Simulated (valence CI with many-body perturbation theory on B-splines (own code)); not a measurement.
Cr⁺: one-electron terms

Method: configuration interaction combined with many-body perturbation theory (CI+MBPT): five valence electrons over a frozen Dirac-Fock core [Ar], radial functions for each j: 7 s, 7 p, 8 d, 6 f, 4 g, 1 h, with the one-electron correlation potential Σ1 (screened to all orders), the two-electron term Σ2, the three-electron term Σ3, Breit, model QED; selected single and double excitations, second order for the rest, scaled by the run's own slope (own B-spline code, finite nucleus).

Against 16 measured levels this calculation errs by 2052 cm⁻¹ on average and by 3342 at most. These come from a selection out of the NIST Handbook of Basic Atomic Spectroscopic Data. Levels without a partner in it may be off by more, other configurations by 1,000 to 4,000 cm⁻¹. Among the levels kept, up to 1900 cm⁻¹ of a level comes from second order outside the variational space, and about a tenth of that is noise between levels of different J, which matters for small intervals. Only levels of the ground parity were solved; by the run's estimate the other parity begins above the list, which can be wrong where configurations are misplaced.

These are the spectroscopic orbitals of the CI (the correlating ones are not listed), shaped by the core and the other valence electrons. h is the expectation value of the core's Dirac-Fock operator, without the valence repulsion; Σ1 is computed up to l = 3 at one energy for each symmetry, that of its lowest orbital but kept below the first core excitation, so for empty shells it is not the orbital's own correlation shift; Breit and QED include the response of the core.

| Orbital | h (hartree) | Σ1 (cm⁻¹) | Breit (cm⁻¹) | QED (cm⁻¹) | ⟨r⟩ (bohr) |
| --- | --- | --- | --- | --- | --- |
| 4s1/2 | -2.0217 | -3624 | 20.2 | 17.9 | 2.875 |
| 5s1/2 | -0.90677 | -555 | 3.5 | 3.1 | 6.900 |
| 6s1/2 | -0.53899 | -230 | 1.6 | 1.4 | 12.11 |
| 4p1/2 | -1.5868 | -1639 | 14.8 | -1.2 | 3.675 |
| 5p1/2 | -0.78744 | -435 | 4.7 | -0.4 | 8.065 |
| 6p1/2 | -0.48119 | -192 | 2.2 | -0.2 | 13.73 |
| 4p3/2 | -1.579 | -1604 | 8.0 | -0.5 | 3.694 |
| 5p3/2 | -0.78485 | -428 | 2.6 | -0.2 | 8.091 |
| 6p3/2 | -0.48005 | -189 | 1.2 | -0.1 | 13.76 |
| 3d3/2 | -3.0336 | -13509 | -36.0 | -20.8 | 1.371 |
| 4d3/2 | -0.94167 | -549 | -1.0 | -0.8 | 6.298 |
| 5d3/2 | -0.54817 | -243 | -0.4 | -0.4 | 11.87 |
| 3d5/2 | -3.0278 | -13404 | -93.8 | -18.7 | 1.375 |
| 4d5/2 | -0.94082 | -548 | -3.5 | -0.7 | 6.306 |
| 5d5/2 | -0.54781 | -242 | -1.5 | -0.3 | 11.87 |
| 4f5/2 | -0.63136 | -40.3 | 0.0 | 0.0 | 8.914 |
| 5f5/2 | -0.41991 | -27.6 | 0.0 | 0.0 | 14.79 |
| 4f7/2 | -0.63139 | -40.3 | 0.0 | 0.0 | 8.914 |
| 5f7/2 | -0.41992 | -27.6 | 0.0 | 0.0 | 14.78 |
| 5g7/2 | -0.40522 |  | 0.0 | 0.0 | 13.43 |
| 5g9/2 | -0.40522 |  | 0.0 | 0.0 | 13.43 |

Among the shells of the start configuration 3d5, Σ1 is largest in size for 3d3/2, where it is 2.0 % of h.

Lowest root of each symmetry, sizes in configuration state functions:

```json
{"J": "1/2", "Parity": "even", "Roots": "7", "Reference": "50", "Variational": "34118", "Second order": "3512371", "Change by selected CI (cm⁻¹)": "-20056", "Change by second order (cm⁻¹)": "-350"}
{"J": "3/2", "Parity": "even", "Roots": "10", "Reference": "84", "Variational": "30888", "Second order": "5920290", "Change by selected CI (cm⁻¹)": "-19608", "Change by second order (cm⁻¹)": "-791"}
{"J": "5/2", "Parity": "even", "Roots": "14", "Reference": "100", "Variational": "29836", "Second order": "8122986", "Change by selected CI (cm⁻¹)": "-15091", "Change by second order (cm⁻¹)": "-720"}
{"J": "7/2", "Parity": "even", "Roots": "11", "Reference": "88", "Variational": "29917", "Second order": "8194576", "Change by selected CI (cm⁻¹)": "-19347", "Change by second order (cm⁻¹)": "-1080"}
{"J": "9/2", "Parity": "even", "Roots": "8", "Reference": "68", "Variational": "30517", "Second order": "8271503", "Change by selected CI (cm⁻¹)": "-19625", "Change by second order (cm⁻¹)": "-842"}
{"J": "11/2", "Parity": "even", "Roots": "6", "Reference": "40", "Variational": "30107", "Second order": "7489000", "Change by selected CI (cm⁻¹)": "-18511", "Change by second order (cm⁻¹)": "-837"}
{"J": "13/2", "Parity": "even", "Roots": "3", "Reference": "20", "Variational": "31981", "Second order": "5881958", "Change by selected CI (cm⁻¹)": "-21369", "Change by second order (cm⁻¹)": "-511"}
```
